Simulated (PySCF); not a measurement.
Predicted microwave data (PBE0-D3(BJ)/def2-SVP geometry optimisation, gas phase (PySCF 2.14.0)) for one isomer of C3H10GeO:

| Property | Result |
| --- | --- |
| Rotational constants | A = 4672, B = 2539, C = 1903 MHz |
| Dipole components | \|μa\| = 0.71 D, \|μb\| = 1.17 D, \|μc\| = 0.20 D |
| Inertial defect | -41.57 u·Å² |
| κ | -0.54 |

Problem. Which structure is it? (One computed conformer of each.)
A. GeH3(OiPr), `[GeH3][O]C(C)C`
B. `[CH3:1][CH:2]([CH3:3])[O:4][GeH3:5]` with C1–C2–O4–Ge5 116°
C. GeH2Me(OEt) (`[H][Ge]([H])([CH3])[O]CC`)
D. GeHMe2(OMe), `C[O][GeH]([CH3])[CH3]`

Solution. D. It is [H][Ge]([CH3])([CH3])[O]C, an asymmetric top, point group C1. The candidates at the same level (rigid rotor, commonest isotopes):

```json
{"SMILES": "CC(C)[O][GeH3]", "A (MHz)": "6950", "B (MHz)": "1478", "C (MHz)": "1314", "μa (D)": "0.16", "μb (D)": "0.04", "μc (D)": "1.09", "Δ (u·Å²)": "-29.90", "point group": "–", "rotor": "near-prolate asymmetric top"}
{"SMILES": "[H][Ge]([CH3])([CH3])[O]C", "A (MHz)": "4672", "B (MHz)": "2539", "C (MHz)": "1903", "μa (D)": "0.71", "μb (D)": "1.17", "μc (D)": "0.20", "Δ (u·Å²)": "-41.57", "point group": "C1", "rotor": "asymmetric top"}
{"SMILES": "[H][Ge]([H])([CH3])[O]CC", "A (MHz)": "9297", "B (MHz)": "1445", "C (MHz)": "1303", "μa (D)": "0.71", "μb (D)": "0.47", "μc (D)": "0.02", "Δ (u·Å²)": "-16.03", "point group": "near Cs", "rotor": "near-prolate asymmetric top"}
{"SMILES": "[H][Ge]([H])([H])[O]C(C)C", "A (MHz)": "7296", "B (MHz)": "1506", "C (MHz)": "1325", "μa (D)": "0.10", "μb (D)": "0.80", "μc (D)": "0.76", "Δ (u·Å²)": "-23.57", "point group": "C1", "rotor": "near-prolate asymmetric top"}
```

`[H][Ge]([H])([CH3])[O]CC` has A 99 % too high; `[H][Ge]([H])([H])[O]C(C)C` has A 56 % too high; `CC(C)[O][GeH3]` has A 49 % too high. No structure here is proved a minimum.
